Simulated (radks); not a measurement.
These are the eigenvalues of the occupied orbitals of an atom or ion with whole-number occupations (eV). Calculated with a radial shooting solver on a logarithmic mesh with Libxc functionals: Dirac Kohn-Sham, exchange-only PBE, spin-unpolarised, spherical densities, finite nucleus; Fermi nuclear charge, rms radius of each element as measured or else 0.836 A^(1/3) + 0.57 fm.

orbital  eigenvalue
1s1/2     -9565.584
2s1/2     -1199.403
2p1/2     -1061.287
2p3/2     -1037.406
3s1/2     -169.6420
3p1/2     -125.7927
3p3/2     -122.6764
3d3/2      -49.7255
3d5/2      -49.3311

Which element is it, and in what charge state? The configuration may be excited. Open shells, if any, are shared by 2j + 1.

Answer. Z = 30, zinc, charge +3: Zn3+ in [Ar] 3d9. The list shows which subshells hold electrons but not how many an open one holds; the 1s level, -351.53 hartree, gives Z - s = 26.5 by -(Z - s)^2/2, which with screening and relativity narrows Z to a few neighbours, and the depths of the outer levels then fix element, charge and occupations together.
